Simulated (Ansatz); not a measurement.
Calculated with Ansatz (gas phase, PBE0-D4/def2-TZVP geometries, no zero-point term in ΔE). CBS: MP2 limit from def2 TZ/QZ plus the TZ coupled-cluster correction, frozen cores. DFT in def2-TZVPP. For Zn outer-core shells are correlated without core-valence functions, which leaves a few kJ/mol of doubt a bond. Scalar relativity is left out up to krypton. One conformer a species, not always the lowest.

Consider the formal exchange of groups at a B–C bond: `BC(B)=C` + `[F][Zn][CH2]Cl` → `B[CH](Cl)[Zn][F]` + `BC=C`.

`BC(B)=C`:

Z-matrix (Å, degrees):
```
B
C 1 1.548
H 1 1.197 2 121.4
H 1 1.200 2 119.5 3 -180.0
B 2 1.548 1 124.8 3 -0.2
C 2 1.353 1 117.6 3 179.7
H 5 1.200 2 119.5 1 -179.9
H 5 1.196 2 121.4 1 0.1
H 6 1.089 2 121.9 1 0.0
H 6 1.089 2 121.9 1 -179.9
```

`[F][Zn][CH2]Cl`:

Cartesian coordinates in Å:
```
F -1.772 -1.481 1.878
Zn -0.685 -0.588 0.841
C 0.499 0.388 -0.323
Cl -0.083 0.225 -2.010
H 1.518 0.005 -0.294
H 0.523 1.452 -0.091
```

`B[CH](Cl)[Zn][F]`:

```xyz
8

B     0.523    0.327    0.976
C     0.205    0.732   -0.423
Cl   -1.144    1.792   -0.851
Zn   -0.544   -1.134   -0.563
F    -1.282   -2.673   -0.937
H     1.533   -0.303    1.135
H    -0.246    0.502    1.876
H     0.956    0.758   -1.212
```

`BC=C`:

```xyz
8

B     0.329    0.209    1.224
C     0.153   -0.521   -0.114
C    -0.418    0.097   -1.156
H    -0.053    1.341    1.317
H     0.834   -0.318    2.172
H     0.482   -1.550   -0.253
H    -0.763    1.124   -1.068
H    -0.563   -0.382   -2.121
```

```json
{"level": "PBE-D4", "ΔE (kcal/mol)": "-10.5"}
{"level": "r2SCAN-D4", "ΔE (kcal/mol)": "-10.0"}
{"level": "ωB97X-V", "ΔE (kcal/mol)": "-6.4"}
{"level": "ωB97M-V", "ΔE (kcal/mol)": "-7.7"}
{"level": "B2PLYP", "ΔE (kcal/mol)": "-7.1"}
{"level": "PBE0", "ΔE (kcal/mol)": "-8.7"}
{"level": "HF/def2-TZVPP", "ΔE (kcal/mol)": "-1.7"}
{"level": "CCSD/def2-TZVPP", "ΔE (kcal/mol)": "-6.9"}
```

Task: What does CCSD(T)/CBS give? (An estimate is asked.)

Result: Computed: -7.8 kcal/mol. The listed levels differ from it by -2.7, -2.2, 1.4, 0.1, 0.7, -0.9, 6.1, 0.9 kcal/mol.

Largest T1 diagnostic among the species: 0.015.

From PBE to PBE0 (25 % exact exchange), in def2-TZVPP and without D4, ΔE moves by +1.5 kcal/mol. In def2-TZVPP, CCSD(T) changes the Hartree–Fock value by −6.4 kcal/mol (the triples alone add −1.2 kcal/mol) and MP2 by −6.3 kcal/mol.
